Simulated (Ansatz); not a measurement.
In(H)2(OAc) (C2H5InO2), SMILES CC(=O)[O][InH2]. Atoms are numbered in the order given.

```xyz
10

In     0.0915    -0.2129     1.0399
H     -1.4131    -0.0634     1.8522
H      1.7127    -0.6119     1.4397
O      0.1237     1.2452    -0.6876
C     -0.1437     0.3122    -1.5063
C     -0.2424     0.6043    -2.9790
O     -0.3010    -0.8755    -1.0841
H     -0.9884    -0.0513    -3.4470
H      0.7343     0.3895    -3.4425
H     -0.4830     1.6614    -3.1474
```

Geometry optimised at B3LYP-D3(BJ)/def2-SVP. The def2 effective core potentials stand for the cores of In; spin–orbit coupling is left out.

Two levels are set side by side: PBE-D3(BJ)/def2-SVP (Ansatz, a program for electronic structure) and B3LYP-D3(BJ)/def2-SVP (Ansatz). Each level has its own optimised geometry; the coordinates shown are those of the second. Differences are taken from unrounded values.

| quantity | B3LYP-D3(BJ) | PBE-D3(BJ) | PBE-D3(BJ) minus B3LYP-D3(BJ) |
|---|---|---|---|
| mean bond length (Å) | 1.628 | 1.636 | 0.008 |
| bond In1–O4 (Å) | 2.261 | 2.273 | 0.012 |
| bond In1–C5 (Å) | 2.610 | 2.616 | 0.006 |
| bond In1–O7 (Å) | 2.259 | 2.272 | 0.012 |
| bond O4–C5 (Å) | 1.270 | 1.280 | 0.010 |
| bond C5–C6 (Å) | 1.505 | 1.508 | 0.003 |
| bond C5–O7 (Å) | 1.270 | 1.281 | 0.010 |
| bond In1–H2 (Å) | 1.716 | 1.724 | 0.008 |
| bond In1–H3 (Å) | 1.717 | 1.724 | 0.008 |
| bond C6–H8 (Å) | 1.098 | 1.105 | 0.007 |
| bond C6–H9 (Å) | 1.102 | 1.109 | 0.007 |
| bond C6–H10 (Å) | 1.097 | 1.104 | 0.007 |

GGA bonds tend to be longer and softer than those of functionals with exact exchange. Differences between two approximate levels are no errors against the true value.
